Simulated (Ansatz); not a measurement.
Input for Ansatz (a first-principles code): U-BHLYP/def2-TZVPP on O (SMILES [O]).

Ansatz 0.2 input:
```yaml
crystal:
  periodic: [false, false, false]
  atoms:
    - {symbol: O, position_ang: [0.00000000, 0.00000000, 0.00000000]}
basis:
  gaussian:
    orbitals: def2-TZVPP
hamiltonian:
  xc: {name: BHLYP}
magnetization: {spin_polarized: true, initial_magnetization: 2}
```

Output:

```
WARN ansatz: RAYON_NUM_THREADS=1 ignored (pool sized by the plan → 1); use --threads N
Functional definition: BHLYP
integrals: 0.00 GiB planned
177 factors; their error is unknown
mean field: 0.06 GiB planned
mean field evaluation 1: about -2042.8192 eV, gradient 6.5e0 eV
mean field evaluation 2: about -2042.9291 eV, gradient 1.3e0 eV
mean field evaluation 4: about -2042.9383 eV, gradient 1.2e-1 eV
mean field evaluation 8: about -2042.9525 eV, gradient 1.5e-3 eV
mean field -2042.95245488 eV, -75.0771179539 hartree, gradient 4.1e-6 eV, S^2 2.004422; 0 other end points of the search recorded, 0 dependent functions left out
reference -2042.95252760 eV, -75.0771206263 hartree; 5, 3 occupied and 26, 28 virtual orbitals, 177 factors
Total energy: -2042.95252760 eV, -75.0771206263 hartree
```

The calculation finished and met its thresholds.

Cost: around 0.23 core-seconds (rough).
